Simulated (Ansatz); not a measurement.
Ansatz (an electronic-structure program) input (CCSD(T)/aug-cc-pV(D+d)Z):
A basis named .json is the Basis Set Exchange file of that set.

Ansatz 0.2 input:
```yaml
crystal:
  periodic: [false, false, false]
  atoms:
    - {symbol: Si, position_ang: [0.08423056, 0.53583095, 0.08353826]}
    - {symbol: C, position_ang: [-1.60657879, -0.27790926, 0.04317714]}
    - {symbol: C, position_ang: [1.44961718, -0.72059869, -0.19884867]}
    - {symbol: H, position_ang: [0.15375758, 1.58831459, -0.96360297]}
    - {symbol: H, position_ang: [0.28448302, 1.19954371, 1.39824161]}
    - {symbol: H, position_ang: [-1.78546613, -0.75677980, -0.92201004]}
    - {symbol: H, position_ang: [-1.68915625, -1.04320053, 0.81804114]}
    - {symbol: H, position_ang: [-2.40069599, 0.45285969, 0.20741869]}
    - {symbol: H, position_ang: [1.43146023, -1.49522125, 0.57091376]}
    - {symbol: H, position_ang: [1.33515035, -1.20880052, -1.16913743]}
    - {symbol: H, position_ang: [2.43300894, -0.24730157, -0.17537133]}
basis:
  gaussian:
    orbitals: aug-cc-pV_D+d_Z.json
magnetization: {spin_polarized: false}
correlation: {method: ccsd_t, electrons: outside_noble_gas}
output: {forces: true}
```

Output:

```
Functional definition: HF
integrals: 0.43 GiB planned
1492 factors; integrals over basis functions are off by at most 6.6e-4 eV
0.87 GiB of device memory are held for the factors and their scratch space
mean field: 0.67 GiB planned
mean field evaluation 1: about -10047.1350 eV, gradient 3.5e1 eV
mean field evaluation 2: about -10047.1562 eV, gradient 3.5e1 eV
mean field evaluation 4: about -10050.5413 eV, gradient 2.7e0 eV
mean field evaluation 8: about -10050.5776 eV, gradient 7.0e-2 eV
mean field evaluation 16: about -10050.5493 eV, gradient 3.1e-1 eV
mean field -10050.57762966 eV, -369.3519153637 hartree, gradient 2.0e-6 eV, S^2 0.000000; 0 other end points of the search recorded, 0 dependent functions left out
7 core orbitals not correlated
reference -10050.57762966 eV, -369.3519153637 hartree; 10, 10 occupied and 133, 133 virtual orbitals, 1492 factors
densities: 4.50 GiB planned
second order -11.42135460 eV of doubles, -0.00000000 eV of singles
coupled cluster: 2.58 GiB planned
cycle   1  -12.50285698 eV  change    -1.1e0 eV  update   7.4e-2
cycle   2  -12.88500098 eV  change   -3.8e-1 eV  update   2.3e-2
cycle   3  -12.91819759 eV  change   -3.3e-2 eV  update   6.4e-3
cycle   4  -12.91725384 eV  change    9.4e-4 eV  update   2.0e-3
cycle   5  -12.91688003 eV  change    3.7e-4 eV  update   5.9e-4
cycle   6  -12.91684350 eV  change    3.7e-5 eV  update   1.9e-4
cycle   7  -12.91684769 eV  change   -4.2e-6 eV  update   5.6e-5
cycle   8  -12.91685489 eV  change   -7.2e-6 eV  update   1.8e-5
cycle   9  -12.91685068 eV  change    4.2e-6 eV  update   5.3e-6
perturbative correction -0.38026186 eV, -0.0139743658 hartree
the calculation of the forces begins
0.87 GiB of device memory are held for the factors and their scratch space
Total energy: -10063.87474220 eV, -369.8405752367 hartree
Atom 0 at     0.084231     0.535831     0.083538 Å, force     0.025660     0.163238     0.025449 eV/Å
Atom 1 at    -1.606579    -0.277909     0.043177 Å, force     0.225591     0.130588     0.009009 eV/Å
Atom 2 at     1.449617    -0.720599    -0.198849 Å, force    -0.175404     0.188672     0.040765 eV/Å
Atom 3 at     0.153758     1.588315    -0.963603 Å, force     0.006503     0.100264    -0.101276 eV/Å
Atom 4 at     0.284483     1.199544     1.398242 Å, force     0.019121     0.062740     0.126689 eV/Å
Atom 5 at    -1.785466    -0.756780    -0.922010 Å, force    -0.088281    -0.224487    -0.436267 eV/Å
Atom 6 at    -1.689156    -1.043201     0.818041 Å, force    -0.044847    -0.353658     0.348470 eV/Å
Atom 7 at    -2.400696     0.452860     0.207419 Å, force    -0.366179     0.320369     0.073002 eV/Å
Atom 8 at     1.431460    -1.495221     0.570914 Å, force    -0.003542    -0.359641     0.345199 eV/Å
Atom 9 at     1.335150    -1.208801    -1.169137 Å, force    -0.046976    -0.230470    -0.439538 eV/Å
Atom 10 at     2.433009    -0.247302    -0.175371 Å, force     0.448354     0.202385     0.008498 eV/Å
Dipole moment:    -0.023048    -0.146618    -0.022858 e Å
```
